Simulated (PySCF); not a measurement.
A species of formula C7H7NO has this rotational fingerprint, computed with PBE0-D3(BJ)/def2-SVP geometry optimisation, gas phase (PySCF):

- Rotational constants: A = 3766, B = 1238, C = 937.0 MHz
- Dipole components: |μa| = 0.66 D, |μb| = 0.44 D, |μc| = 0.00 D
- Inertial defect: -3.17 u·Å²
- κ: -0.79

Question: Which candidate fits, each taken in the one conformer that was computed?
A. `[NH2:1][c:2]1[cH:3][cH:4][c:5]([CH:6]=[O:7])[cH:8][cH:9]1` with C4–C5–C6–O7 -179° (4-aminobenzaldehyde)
B. `[CH2:1]=[N:2][c:3]1[cH:4][cH:5][c:6]([OH:7])[cH:8][cH:9]1` with C1–N2–C3–C4 -36°, C5–C6–O7–H -179°
C. `[CH3:1][c:2]1[cH:3][cH:4][n:5][cH:6][c:7]1[CH:8]=[O:9]` with C6–C7–C8–O9 0°
D. `[CH3:1][C:2](=[O:3])[c:4]1[cH:5][cH:6][cH:7][n:8][cH:9]1` with C1–C2–C4–C5 180° (3-acetylpyridine)

Answer: D. It is CC(=O)c1cccnc1, an asymmetric top, point group Cs. The candidates at the same level (rigid rotor, commonest isotopes):

| SMILES | A (MHz) | B (MHz) | C (MHz) | μa (D) | μb (D) | μc (D) | Δ (u·Å²) | point group | rotor |
| --- | --- | --- | --- | --- | --- | --- | --- | --- | --- |
| C=Nc1ccc(O)cc1 | 5070 | 1030 | 867.2 | 0.79 | 0.16 | 0.80 | -7.55 | C1 | near-prolate asymmetric top |
| CC(=O)c1cccnc1 | 3766 | 1238 | 937.0 | 0.66 | 0.44 | 0.00 | -3.17 | Cs | asymmetric top |
| Nc1ccc(C=O)cc1 | 5061 | 998.8 | 834.3 | 5.70 | 1.01 | 0.55 | -0.14 | near Cs | near-prolate asymmetric top |
| Cc1ccncc1C=O | 2497 | 1600 | 981.2 | 1.90 | 3.94 | 0.00 | -3.16 | Cs | asymmetric top |

`C=Nc1ccc(O)cc1` has A 35 % too high; `Nc1ccc(C=O)cc1` has A 34 % too high; `Cc1ccncc1C=O` has A 34 % too low. In the right answer the mirror of this Cs structure is the ab plane, so μc vanishes by symmetry. No structure here is proved a minimum.
